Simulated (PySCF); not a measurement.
CuBr2: what the settings change

CuBr2 holds Cu(II), d9, at total charge 0. The structure is a PBE0-D3(BJ)/def2-TZVP geometry optimised for multiplicity 2; coordination linear, point group D∞h, metal–donor distances 2.20 Å.

The d shell alone is too small an active space for CuBr2 (Cu(II) with such soft donors has much ligand-hole, Cu(I)-like character): its levels, fitted parameters, g values and moments show what this model gives and aren't sound predictions.

```
3

Cu    0.000    0.000    0.000
Br    0.000    0.000    2.204
Br    0.000    0.000   -2.204
```

Method (PySCF 2.14, density fitting): CASSCF(9,5) with orbitals averaged over all microstates of the shell, strongly contracted NEVPT2 on the averaged canonical orbitals; basis x2c-TZVPall on the metal, x2c-SVPall elsewhere; spin-free X2C; gas phase; spin-orbit coupling by state interaction with the mean-field operator over all roots.

Base run: NEVPT2 ground state 2Σg+, next 2Πg at 1185, then 2Δg at 5630 cm⁻¹, ζ 792 cm⁻¹, μeff(300 K) 2.86 μB.

(1) What happens with the basis x2c-TZVPall on all atoms?

No frequencies were computed for the optimised geometry. Ligand-hole states mix strongly into such Cu(II) halides; the d shell alone makes them too ionic, overstates g shifts and moments and can put the wrong state lowest. NEVPT2 lifts 2Δg from 3274 to 5630 cm⁻¹; on the d shell alone such lifts tend to overshoot.

Results:

(1) NEVPT2 ground state 2Σg+, next 2Πg at 1208, then 2Δg at 5656 cm⁻¹, ζ 792 cm⁻¹, μeff(300 K) 2.85 μB. It took 7.6 s against 4.8 s on a shared host of the same kind.
